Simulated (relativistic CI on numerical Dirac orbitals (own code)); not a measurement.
# Radial parameters of W LXXIII

Computed by Dirac-Coulomb-Breit CI, orbitals from a KLI potential per configuration, a model potential for QED, unscaled Slater integrals (own radial code, finite nucleus).

Slater integrals F^k, G^k are unscaled and averaged over j, outside the closed core (none); ζ comes from projecting the Hamiltonian with its Breit term on Σ l·s of the shell.

- 1s 2s: G^0(1s,2s) = 482040 cm⁻¹; <r>(1s) = 0.01816, <r^2>(1s) = 0.000453, <r>(2s) = 0.07264, <r^2>(2s) = 0.006272 (bohr units).
- 1s 2p: G^1(1s,2p) = 780680, ζ(2p) = 8.509e+06 cm⁻¹; <r>(1s) = 0.01816, <r^2>(1s) = 0.000453, <r>(2p) = 0.06398, <r^2>(2p) = 0.004986 (bohr units).
- 1s 3s: G^0(1s,3s) = 124780 cm⁻¹; <r>(1s) = 0.01815, <r^2>(1s) = 0.0004523, <r>(3s) = 0.1686, <r^2>(3s) = 0.03257 (bohr units).

Averages of the first 10 configurations, taken without configuration mixing, which lowers the lowest level and can move excited configurations by several eV; other configurations of the list can lie among them:

| Configuration | Parity | States | Average energy above the lowest level (eV) |
| --- | --- | --- | --- |
| 1s2 | even | 1 | 0.5 |
| 1s 2s | even | 4 | 59029.2 |
| 1s 2p | odd | 12 | 60172.6 |
| 1s 3s | even | 4 | 70422.7 |
| 1s 3p | odd | 12 | 70760.7 |
| 1s 3d | even | 20 | 71004.0 |
| 1s 4s | even | 4 | 74332.5 |
| 1s 4p | odd | 12 | 74473.7 |
| 1s 4d | even | 20 | 74576.2 |
| 1s 4f | odd | 28 | 74614.6 |
